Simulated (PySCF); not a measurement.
**Identify the compound**

An unknown has the formula C$_{6}$H$_{10}$FNSi$_{2}$. Its calculated NMR data are:

¹H NMR (400 MHz, computed): δ 6.18 (br s, 1H), 6.03 (m, 1H), 5.63 (m, 1H), 5.61 (br s, 1H), 2.58 (m, 1H), 2.00 (s, 3H), 1.94 (m, 1H), 1.72 (m, 1H).

¹³C{¹H} NMR (computed): δ 148.3, 135.3, 124.2, 26.6, 18.8, 13.2.

A single conformation, isolated molecule, no relativistic terms, rapidly exchanging positions averaged. PBE0/pcSseg-1 with gauge-including orbitals; GFN2-xTB geometry; PySCF 2.14.0 with density-fitted response routines.

Referencing at the same level of theory: ¹H, ¹³C against TMS.

**Question.** Choose the structure that fits.
A. C=C(C)[Si@@H]1C[C@@H](C#N)[Si@H]1F
B. C=C/C(=C\[C@H]([SiH3])C#N)[SiH2]F
C. C=C(C)[SiH2]/C(F)=C/[SiH2]C#N

**Answer.** A. 

- The formula gives 4 degrees of unsaturation (1 ring in the answer).
- 6 carbon signals for 6 carbons: no two carbons are equivalent.
- Carbon types of the structure: 2 × C, 1 × CH, 2 × CH2, 1 × CH3, leaving 2 H on heteroatoms.
- δC 148.3: fully substituted alkene carbon; as expected for a trigonal carbon in a double bond.
- δC 135.3: terminal =CH2 carbon; as expected for a trigonal carbon in a double bond.
- δC 124.2: nitrile carbon; this is the usual window of a C≡N carbon, which has no attached hydrogen.
- δC 26.6: allylic methyl carbon; aliphatic region, no heteroatom directly attached.
- δH 2.00: hydrogen on an allylic methyl carbon; allylic position.

The others: C=C/C(=C\[C@H]([SiH3])C#N)[SiH2]F has carbons computed at 147.1, 143.0, 138.6, 130.3, 123.8, 15.3, with a different DEPT pattern; C=C(C)[SiH2]/C(F)=C/[SiH2]C#N would give 6 signals for carbon-bound and other non-exchanging H, not 8.

Splittings by ¹⁹F in the carbon and heteronuclear signals aren't shown, as no couplings were computed. Shifts are as computed. Against solution values, carbons near 30 ppm lie about +3 ppm off and those near 130 ppm about +5 ppm. Of 1309 compounds with measured shifts, 239 miss one by over three times the rms of a fit or turn the order of signals round; such compounds aren't used in these exercises. Multiplicities follow the n + 1 count of equivalent neighbours, as no J values were calculated; m marks all less simple cases, F and P coupling included.
